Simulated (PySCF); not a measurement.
Mg(SH)2 (H2MgS2), SMILES [SH][Mg][SH]. Atoms are numbered in the order given.

```xyz
5

Mg     0.0000     0.0000     0.0208
S     -2.2906    -0.0581     0.0486
H     -2.3943     0.8893    -0.9022
S      2.2906     0.0581     0.0486
H      2.3943    -0.8893    -0.9022
```
Charge 0, spin multiplicity 1.

Geometry optimised at B3LYP-D3(BJ)/def2-TZVP. The values are those of a single conformer.

All values below come from B3LYP/pcJ-1 in PySCF.

Isotropic couplings with Fermi-contact, spin-dipole and both spin-orbit terms, one fixed conformer, no vibrational averaging. Isotopes: 1H.

Computed spin–spin coupling constants:
```
pair   bonds apart  J (Hz)
-----  -----------  ------
H3–H5            4    -0.4
```
